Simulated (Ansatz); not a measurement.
Results of the Gaussian-basis code of Ansatz.

A structure relaxed at PBE0-D4/def2-TZVP, charge 0, multiplicity 1:

Cartesian coordinates in Å:
```
F -1.7915 1.3821 0.8633
C -0.9200 0.3282 1.0672
C -0.2844 -0.0541 -0.2566
C 0.5949 1.0619 -0.7816
F 1.0304 0.7529 -2.0577
C 0.4952 -1.3452 -0.1380
F 1.4324 -1.2439 0.8456
F -0.3332 -2.3652 0.2048
H -0.1704 0.6482 1.7959
H -1.4866 -0.5079 1.4808
H -1.0844 -0.2347 -0.9824
H 1.4769 1.1989 -0.1487
H 0.0331 1.9965 -0.8289
H 1.0077 -1.6178 -1.0637
```

Q: Give its formula and SMILES.

A: C4H6F4, `FCC(CF)C(F)F`.

Q: Point group (tolerance 0.08 Å, 0.16 Å for H)?

A: C1.

Q: Summarise the bond lengths by kind.

A: 4 × C–F 1.358 to 1.383 Å; 3 × C–C 1.513 to 1.517 Å; 6 × C–H 1.091 to 1.095 Å.
